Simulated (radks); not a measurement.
Problem. The hafnium ion Hf6+, 66 electrons, occupied as [Kr] 4d9 4f13 5s2 5p6 (not the ground configuration). Calculated with a radial shooting solver on a logarithmic mesh with Libxc functionals: scalar-relativistic Kohn-Sham, PBE, spin-polarised, spherical densities, finite nucleus; open shells are filled with parallel spins first (spin-orbit coupling, left out, can overturn this in heavy ions); Fermi nuclear charge, rms radius 5.347 fm. Some entries of the table are withheld. Estimate them.

orbital,occ.,eigenvalue (eV),<r^2> (bohr^2)
1s up,1,-65366.01,0.0004952
1s down,1,-65366.00,0.0004952
2s up,1,-11263.76,0.007642
2s down,1,-11263.05,0.007641
2p up,3,-9904.767,0.006284
2p down,3,-9904.196,0.006283
3s up,1,-2642.549,0.04976
3s down,1,-2641.661,0.04974
3p up,3,-2236.402,0.05039
3p down,3,-2235.475,0.05037
3d up,5,-1755.506,0.04184
3d down,5,-1754.506,0.04182
4s up,1,-609.5199,0.2457
4s down,1,-606.9960,0.2459
4p up,3,-475.6153,0.2785
4p down,3,-473.1607,0.2789
4d up,5,-302.3816,0.3241
4d down,4,-300.0139,0.3250
5s up,1,-148.8163,1.294
5s down,1,-148.1388,1.301
5p up,3,-113.6214,1.666
5p down,3,-113.1473,1.677
4f up,7,(1),0.4693
4f down,6,(2),0.4767

Solution. 
(1) 4f up eigenvalue (eV): -109.7680
(2) 4f down eigenvalue (eV): -107.7443
